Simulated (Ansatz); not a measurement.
`[CH3][Cu-][NH3+]`, relaxed with RKS PBE-D4/def2-SVP in Ansatz from a rough embedded geometry. The force threshold is 0.03 eV/Å; the program also tests the step.

Charge 0, multiplicity 1.

Start:

```xyz
9

C    -0.193   -0.924    0.887
Cu   -1.069    0.002   -0.239
N     0.422    0.951   -0.811
H    -1.051   -0.654    1.476
H     0.614   -1.147    1.625
H    -0.451   -1.924    0.354
H     1.443    1.323   -0.662
H    -0.149    1.771   -0.771
H     0.434    0.603   -1.859
```

```tsv
step	energy (eV)	largest force (eV/Å)	largest move (Å)
1	-47243.1105	5.727	0.000
2	-47244.6766	3.108	0.195
3	-47245.7413	0.770	0.194
4	-47246.4273	1.014	0.195
5	-47247.0484	1.117	0.196
6	-47247.3612	0.594	0.194
7	-47247.5272	0.434	0.200
8	-47247.6454	0.251	0.200
9	-47247.7074	0.087	0.200
10	-47247.7143	0.013	0.063
```

End:

```xyz
9

C    -0.491   -1.379    1.249
Cu   -0.022   -0.018    0.015
N     0.491    1.395   -1.264
H    -1.369   -1.093    1.869
H     0.347   -1.598    1.947
H    -0.747   -2.333    0.735
H     1.444    1.747   -1.083
H    -0.136    2.214   -1.226
H     0.482    1.065   -2.242
```

It took 10 s on 4 threads of an Arm Neoverse V2 on a shared host, with 0.14 GiB of host memory at the peak.
